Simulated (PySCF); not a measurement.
C₈H₁₁P.
SMILES with atom numbers: `[CH3:1][PH:2][c:3]1[cH:4][cH:5][c:6]([CH3:7])[cH:8][cH:9]1` (hydrogens: H10, H11, H12 on C1; H13 on P2; H14 on C4; H15 on C5; H16, H17, H18 on C7; H19 on C8; H20 on C9)

The same species was optimised twice, with GFN2-xTB and with PBE0-D3(BJ)/def2-SVP (PySCF), and the same property calculations (PySCF, gas phase) were run on both structures.

```
     coordinate  GFN2-xTB  PBE0-D3(BJ)/def2-SVP  change
      C3–C4 (Å)     1.389                 1.401  +0.012
      C8–C9 (Å)     1.381                 1.392  +0.011
      C5–C6 (Å)     1.389                 1.400  +0.011
      C4–C5 (Å)     1.382                 1.392  +0.010
      C3–C9 (Å)     1.391                 1.400  +0.009
      C6–C8 (Å)     1.390                 1.399  +0.009
      P2–C3 (Å)     1.830                 1.838  +0.008
      C6–C7 (Å)     1.498                 1.501  +0.003
      C1–P2 (Å)     1.857                 1.859  +0.002
   C1–P2–C3 (°)      98.0                 100.0    +2.0
   P2–C3–C4 (°)     122.6                 123.5    +0.9
   C4–C3–C9 (°)     118.8                 118.1    -0.7
   C5–C6–C8 (°)     118.5                 117.9    -0.6
   C3–C4–C5 (°)     120.4                 120.9    +0.5
   C6–C8–C9 (°)     120.7                 121.1    +0.4
   C3–C9–C8 (°)     120.6                 120.9    +0.3
   C7–C6–C8 (°)     120.7                 121.0    +0.3
C1–P2–C3–C4 (°)       104                    79     -25
```

Rotational constants: A = 3818, B = 734.5, C = 676.6 MHz (GFN2-xTB) against A = 3785, B = 716.4, C = 665.0 MHz (PBE0-D3(BJ)/def2-SVP). Point groups within 0.08 Å: C1 and C1.

On the GFN2-xTB structure: HOMO (eV) -6.46 [PBE0/pcSseg-1]; LUMO (eV) -0.35 [PBE0/pcSseg-1]; dipole (D) 1.58 [PBE0/pcSseg-1]; GIAO shielding of C1 (ppm) 173.0 [PBE0/pcSseg-1]; GIAO shielding of P2 (ppm) 396.5 [PBE0/pcSseg-1]; GIAO shielding of C3 (ppm) 43.0 [PBE0/pcSseg-1]; GIAO shielding of C4/C9 (mean) (ppm) 48.9 [PBE0/pcSseg-1]; GIAO shielding of C5/C8 (mean) (ppm) 52.5 [PBE0/pcSseg-1]; GIAO shielding of C6 (ppm) 44.3 [PBE0/pcSseg-1]; GIAO shielding of C7 (ppm) 163.0 [PBE0/pcSseg-1].

Task: What do these properties become on the PBE0-D3(BJ)/def2-SVP structure?

Result: 
```csv
property,level,on GFN2-xTB,on PBE0-D3(BJ)/def2-SVP,change
HOMO (eV),PBE0/pcSseg-1,-6.46,-6.63,-0.17
LUMO (eV),PBE0/pcSseg-1,-0.35,-0.54,-0.19
dipole (D),PBE0/pcSseg-1,1.58,1.72,+0.14
"energy, GFN2-xTB geometry as zero (kcal/mol)",PBE0/pcSseg-1,0.0,-1.1,-1.1
GIAO shielding of C1 (ppm),PBE0/pcSseg-1,173.0,170.3,-2.7
GIAO shielding of P2 (ppm),PBE0/pcSseg-1,396.5,392.6,-3.9
GIAO shielding of C3 (ppm),PBE0/pcSseg-1,43.0,43.1,+0.1
GIAO shielding of C4/C9 (mean) (ppm),PBE0/pcSseg-1,48.9,43.4,-5.5
GIAO shielding of C5/C8 (mean) (ppm),PBE0/pcSseg-1,52.5,49.8,-2.7
GIAO shielding of C6 (ppm),PBE0/pcSseg-1,44.3,40.9,-3.4
GIAO shielding of C7 (ppm),PBE0/pcSseg-1,163.0,161.3,-1.7
```

The heavy atoms differ by 0.171 Å rms after alignment. Among bonds between heavy atoms C3–C4, C5–C6 and C8–C9 change most and about equally (+0.011 to +0.012 Å). Changes are differences of the printed values. Neither structure is proved a minimum here.

The values belong to the conformer `[CH3:1][PH:2][c:3]1[cH:4][cH:5][c:6]([CH3:7])[cH:8][cH:9]1`: C1–P2–C3–C4 79°.
